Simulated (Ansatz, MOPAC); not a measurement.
Molecule: C5H9O, charge 0, multiplicity 2. SMILES: CC[CH]C(C)=O

Atoms: C1, C2, C3, C4, O5, C6, H7, H8, H9, H10, H11, H12, H13, H14, H15. Bonds: C1-C2, C1-H7, C1-H8, C1-H9, C2-C3, C2-H10, C2-H11, C3-C4, C3-H12, C4-O5, C4-C6, C6-H13, C6-H14, C6-H15.

Bond lengths (Å) and angles (degrees) optimised at AM1 with MOPAC; PM7 with MOPAC; HF/3-21G with Ansatz (a quantum-chemistry and plane-wave program), each started from the B3LYP-D3(BJ)/def2-TZVP structure (Ansatz) of the last column. A row stands for all coordinates that are equal there; 13 of 34 kinds are shown.

```tsv
coordinate	AM1	PM7	HF/3-21G	B3LYP-D3(BJ)/def2-TZVP
C1-C2	1.508	1.527	1.549	1.539
C1-H7	1.117	1.096	1.085	1.092
C1-H8	1.117	1.096	1.084	1.091
C2-C3	1.464	1.465	1.502	1.480
C2-H10	1.127	1.118	1.080	1.090
C2-H11	1.128	1.118	1.086	1.097
C3-C4	1.452	1.456	1.401	1.439
C3-H12	1.095	1.075	1.074	1.086
C1-C2-C3	113.0	113.1	111.3	112.3
C2-C3-C4	121.2	119.4	122.6	123.0
C3-C4-O5	122.7	121.8	120.6	121.3
C3-C4-C6	115.8	117.2	119.6	117.7
O5-C4-C6	121.6	121.1	119.8	121.0
```

Mean signed difference of all 14 bond lengths from B3LYP-D3(BJ)/def2-TZVP: AM1 0.014 Å, PM7 0.002 Å, HF/3-21G -0.002 Å.
